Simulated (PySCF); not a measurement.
C₃H₅ClOSi, SMILES C1[Si@H](OC=C1)Cl.

Geometry optimised at B3LYP-D3(BJ)/def2-SVP. The structure was generated by enumeration; whether it is a known compound was not checked. Other conformers were not sampled.

All values below come from TDDFT-LC-ωPBE/def2-SVPD (PySCF).

Vertical excitations. 

```csv
state,energy (eV),λ (nm),f,main pairs
S1,6.61,188,0.147,"HOMO→LUMO+2 29 %, HOMO→LUMO+3 29 %, HOMO→LUMO+1 28 %, HOMO→LUMO 5 %"
S2,6.88,180,0.009,"HOMO→LUMO 41 %, HOMO→LUMO+1 40 %, HOMO→LUMO+2 7 %"
S3,7.49,166,0.009,"HOMO→LUMO+2 48 %, HOMO→LUMO 17 %, HOMO→LUMO+4 8 %"
S4,7.72,161,0.029,"HOMO→LUMO+3 42 %, HOMO→LUMO+1 12 %, HOMO→LUMO+6 11 %, HOMO→LUMO+10 7 %"
S5,7.99,155,0.014,"HOMO→LUMO+5 49 %, HOMO→LUMO+7 8 %"
S6,8.25,150,0.025,HOMO−1→LUMO+1 65 %
S7,8.37,148,0.006,"HOMO→LUMO+4 33 %, HOMO→LUMO+5 15 %, HOMO→LUMO+6 14 %, HOMO−1→LUMO+2 12 %"
S8,8.43,147,0.020,"HOMO−1→LUMO+2 46 %, HOMO→LUMO+6 9 %, HOMO−1→LUMO+1 7 %"
S9,8.48,146,0.018,"HOMO→LUMO+10 27 %, HOMO→LUMO+4 19 %, HOMO→LUMO+7 13 %, HOMO→LUMO+6 7 %"
S10,8.65,143,0.014,"HOMO−1→LUMO+3 25 %, HOMO−2→LUMO+2 13 %, HOMO−2→LUMO+1 7 %, HOMO−3→LUMO+2 7 %"
T1,3.95,314,0,"HOMO→LUMO+3 46 %, HOMO→LUMO+2 20 %, HOMO→LUMO+1 12 %"
T2,6.70,185,0,"HOMO→LUMO+1 46 %, HOMO→LUMO 34 %"
T3,7.19,172,0,"HOMO→LUMO+2 40 %, HOMO→LUMO+3 16 %, HOMO→LUMO+10 9 %, HOMO→LUMO+1 9 %"
T4,7.38,168,0,"HOMO→LUMO 30 %, HOMO→LUMO+1 16 %, HOMO→LUMO+2 15 %, HOMO→LUMO+5 11 %"
```
Triplets are in the Tamm–Dancoff approximation, which puts them higher than full response would, so one can lie above its singlet here.
